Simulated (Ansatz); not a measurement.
CH8AlNSSi (`[SiH3]C[NH][AlH][SH]`), relaxed with RKS PBE-D4/def2-SVP in Ansatz from a rough embedded geometry. The force threshold is 0.03 eV/Å; the program also tests the step.

Total charge 0; spin multiplicity 1.

Start:

```xyz
13

Si    0.158   -1.781   -0.120
C     0.046   -0.396    1.076
N     0.960    0.677    0.708
Al    0.284    1.917   -0.621
S    -1.706    2.885   -0.426
H    -0.800   -2.894    0.295
H    -0.317   -1.330   -1.462
H     1.471   -2.295   -0.218
H    -1.015   -0.040    1.201
H     0.330   -0.808    2.093
H     1.888    0.284    0.461
H     1.120    2.042   -1.983
H    -2.418    1.739   -1.005
```

```
         step  energy (eV)  largest force (eV/Å)  largest move (Å)
            1  -27942.2302                 2.566             0.000
            2  -27942.7390                 1.015             0.194
            3  -27942.9034                 0.582             0.195
            4  -27942.9684                 0.298             0.195
            5  -27943.0211                 0.180             0.196
            6  -27943.0596                 0.412             0.200
            7  -27943.0897                 0.904             0.198
            8  -27943.1485                 0.122             0.199
            9  -27943.1587                 0.169             0.147
10 (rejected)  -27943.1493                 0.334             0.067
           11  -27943.1626                 0.037             0.033
           12  -27943.1640                 0.053             0.078
           13  -27943.1643                 0.148             0.092
           14  -27943.1651                 0.049             0.018
           15  -27943.1654                 0.016             0.010
           16  -27943.1657                 0.008             0.035
           17  -27943.1660                 0.054             0.094
           18  -27943.1661                 0.024             0.011
```

End:

```xyz
13

Si   -0.060   -1.971   -0.085
C     0.047   -0.364    0.949
N     0.870    0.642    0.282
Al    0.408    2.073   -0.699
S    -1.723    2.549   -1.004
H    -0.861   -3.050    0.600
H    -0.696   -1.646   -1.411
H     1.333   -2.488   -0.337
H    -0.985    0.025    1.096
H     0.416   -0.589    1.977
H     1.868    0.408    0.332
H     1.543    2.993   -1.323
H    -2.160    1.418   -0.378
```

Run time 34 s (4 threads of an Arm Neoverse V1 on a shared host); peak host memory 0.19 GiB.
